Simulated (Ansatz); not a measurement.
`B[SiH2]OC` and `CO[SiH2][SiH2]N` differ in one atom or group.

Ansatz, PBE0-D4/def2-TZVP geometries, multiplicity 1. Each molecule was computed in one conformer, which needn't be the lowest.

```csv
property,`B[SiH2]OC`
LUMO energy (ωB97M-V/def2-TZVPP) / eV,-0.43
HOMO–LUMO gap (ωB97M-V/def2-TZVPP) / eV,9.98
size of the dipole moment (ωB97M-V/def2-TZVPP) / D,0.68
HOMO–LUMO gap (PBE/def2-TZVPP) / eV,3.14
HOMO–LUMO gap (PBE0/def2-TZVPP) / eV,5.66
LUMO energy (B3LYP/def2-TZVPP) / eV,-2.61
```

(1) What does the change do to each property? (Best estimate.)

Results:

(1) Computed: 
| property | `CO[SiH2][SiH2]N` | shift |
| --- | --- | --- |
| LUMO energy (ωB97M-V/def2-TZVPP) / eV | 1.48 | 1.91 |
| HOMO–LUMO gap (ωB97M-V/def2-TZVPP) / eV | 10.74 | 0.76 |
| size of the dipole moment (ωB97M-V/def2-TZVPP) / D | 2.32 | 1.64 |
| HOMO–LUMO gap (PBE/def2-TZVPP) / eV | 4.79 | 1.65 |
| HOMO–LUMO gap (PBE0/def2-TZVPP) / eV | 6.93 | 1.27 |
| LUMO energy (B3LYP/def2-TZVPP) / eV | -0.36 | 2.25 |

With PBE0 the HOMO rises by 0.97 eV and the LUMO rises by 2.25 eV, so the gap widens by about 1.28 eV. PBE moves the HOMO by 0.78 eV and ωB97M-V by 1.15 eV. Dipoles are sizes alone; their direction can turn.

B3LYP here is the variant with VWN-RPA as its local correlation; programs differ in this.
